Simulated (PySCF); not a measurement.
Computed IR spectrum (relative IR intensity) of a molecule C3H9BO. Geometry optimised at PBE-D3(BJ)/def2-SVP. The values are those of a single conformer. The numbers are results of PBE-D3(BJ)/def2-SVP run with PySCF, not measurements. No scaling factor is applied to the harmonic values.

Lines under 2 % of the strongest are left out, and lines within 2 cm⁻¹ are merged.

```
ν (cm⁻¹)  relative intensity
--------  ------------------
69                       2.3
202                      2.9
237                      3.1
297                      4.5
504                      6.4
672                       42
747                       16
903                      4.9
975                       15
1009                      27
1101                     3.7
1140                      25
1151                      45
1236                     4.9
1331                     4.7
1344                      21
1375                     100
1421                     4.6
1432                      10
1436                      23
2522                     100
2916                      11
2944                      18
2956                      19
3022                      17
3033                      31
3056                      12
3668                      23
```

Which structure fits?
A. CC(C)BO
B. CCB(C)O
C. COB(C)C
D. CBOCC

A, CC(C)BO
